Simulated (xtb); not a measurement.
xtb input:

```bash
xtb mol.xyz --gfn 2 --ohess tight --chrg -1 --uhf 0
```
mol.xyz:
```
13

Ge     1.51159049    -0.10620702     0.00358962
C     -0.32807561     0.08082857     0.01198844
C     -1.21450746    -0.56552374     0.96078566
C     -2.56161268    -0.31992692     0.55350618
C     -2.53882862     0.54750721    -0.61704352
C     -1.14527108     0.72611267    -0.97315235
H      2.25302508     1.16303050    -0.54342259
H      2.13853107    -1.23778369    -0.81628128
H      2.10320544    -0.27840209     1.43966322
H     -0.98971543    -1.15704064     1.81026693
H     -3.47868554    -0.61582648     0.98876311
H     -3.33725424     0.88471896    -1.13747415
H     -0.80952812     1.32647477    -1.80725796
```

### Question
Predict the final energy.

### Answer
-16.35048 Eh (GFN2-xTB).

It need not be the lowest isomer of its formula. Whether it binds its extra electron was not tested at this geometry.
